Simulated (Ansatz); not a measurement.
Ideal-gas functions of CH3F2Ga (`F[CH](F)[GaH2]`) at 400 K and 1 bar, from an Ansatz frequency run at PBE0-D4/def2-TZVP.

Molar mass 122.75 g/mol, point group C1 (symmetry number 1), electronic degeneracy 1, moments of inertia 55.081, 190.6, 228.409 u Å². Harmonic wavenumbers (cm⁻¹, unscaled): 31, 159, 225, 393, 544, 598, 646, 738, 1037, 1106, 1313, 1362, 1982, 2002, 3052.

Use S(trans) = R[1.5 ln M + 2.5 ln T − 1.1517]; rotational temperatures θ = 24.2544 K / I; S(rot) = R[ln(√π/σ · √(T³/θAθBθC)) + 1.5]; for each mode x = 1.438777 ν̃/T, S = R[x/(eˣ − 1) − ln(1 − e⁻ˣ)] and H = RT x/(eˣ − 1); 1 cm⁻¹ = 0.0119627 kJ/mol; R = 8.31446 J/(mol·K).

Task: By hand: the entropy, in J/(mol·K).

Result: Translation 175.0. Rotation: θ = 0.4403, 0.1273, 0.1062 K, giving 113.3. Vibration, mode by mode: 26.56, 13.07, 10.30, 6.10, 3.94, 3.38, 2.95, 2.28, 0.96, 0.79, 0.43, 0.37, 0.05, 0.05, 0.00, in all 71.2. Electronic 0.0. Sum 359.5 J/(mol·K).

Task: By hand: H − E and G − E in kJ/mol, counted from the electronic energy.

Result: Zero-point energy ½ × 15188 × 0.0119627 = 90.8; thermal vibration 13.7; translation, rotation and pV give 4 RT = 13.3. H − E = 117.8 kJ/mol, and G − E = 117.8 − 400 × 359.5/1000 = -26.0 kJ/mol.

Vibration gives 20 % of the entropy, 26.6 J/(mol·K) of it from the mode under 150 cm⁻¹: soft modes count most, and the harmonic formula is weakest for them. The sum counts one conformer and one mirror image; others add a mixing term.
